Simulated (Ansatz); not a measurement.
C₂H₄BrFOSi (SMILES C=C[Si](O)(F)Br), singlet, geometry from GFN2-xTB; Ansatz (a quantum-chemistry and plane-wave program) with SC-NEVPT2/STO-3G, CASSCF(6,5).

Ansatz was given this input:
Ansatz 0.2 input:
```yaml
crystal:
  periodic: [false, false, false]
  atoms:
    - {symbol: C, position_ang: [-2.49167801, 0.14957330, -1.73071749]}
    - {symbol: C, position_ang: [-1.71087526, -0.58839019, -0.95814219]}
    - {symbol: Si, position_ang: [0.08393899, -0.21712787, -0.62818962]}
    - {symbol: O, position_ang: [0.58476383, 0.95655203, -1.60250735]}
    - {symbol: F, position_ang: [1.00740976, -1.51220765, -0.86005499]}
    - {symbol: Br, position_ang: [0.47377708, 0.31115717, 1.47805845]}
    - {symbol: H, position_ang: [-2.12045777, 1.02784496, -2.23172994]}
    - {symbol: H, position_ang: [-3.52850262, -0.09552706, -1.89739539]}
    - {symbol: H, position_ang: [-2.12340395, -1.46128954, -0.46784599]}
    - {symbol: H, position_ang: [1.48554189, 1.26861468, -1.64670792]}
basis:
  gaussian:
    orbitals: STO-3G
magnetization: {spin_polarized: false}
correlation: {method: sc_nevpt2, electrons: all, active_space: {window: {electrons: 6, orbitals: 5}}}
```

Output, abridged:

```
Functional definition: HF
612 factors; integrals over basis functions are off by at most 3.5e-5 eV
mean field evaluation 1: about -83789.9318 eV, gradient 2.8e1 eV
mean field evaluation 2: about -83790.0424 eV, gradient 2.8e1 eV
mean field evaluation 4: about -83793.2301 eV, gradient 2.0e0 eV
mean field evaluation 8: about -83793.2475 eV, gradient 2.8e-2 eV
mean field -83793.24748398 eV, -3079.3450479332 hartree, gradient 2.8e-6 eV, S^2 0.000000; 0 other end points of the search recorded, 0 dependent functions left out; unrestricted orbitals would lower it
reference -83793.24748398 eV, -3079.3450479332 hartree; 41, 41 occupied and 10, 10 virtual orbitals, 612 factors
state -83795.12511201 eV, -3079.4140494906 hartree
state -83795.12511201 eV, -3079.4140494906 hartree; corrected -83799.12103698 eV, -3079.5608970246 hartree
state -83794.84834087 eV, -3079.4038783387 hartree
state -83794.84834087 eV, -3079.4038783387 hartree; corrected -83799.17059078 eV, -3079.5627180933 hartree
state -83794.84834087 eV, -3079.4038783387 hartree; corrected -83799.17059078 eV, -3079.5627180933 hartree
state -83794.86034813 eV, -3079.4043195975 hartree
state -83794.86034813 eV, -3079.4043195975 hartree; corrected -83799.15414700 eV, -3079.5621137954 hartree
state -83794.84834087 eV, -3079.4038783387 hartree; corrected -83799.17059078 eV, -3079.5627180933 hartree
WARN: the results are in doubt because another end's mean lies 0.277 eV lower, and its corrected mean 0.050 eV higher
Total energy: -83799.17059078 eV, -3079.5627180933 hartree
In doubt: another end's mean lies 0.277 eV lower, and its corrected mean 0.050 eV higher
```
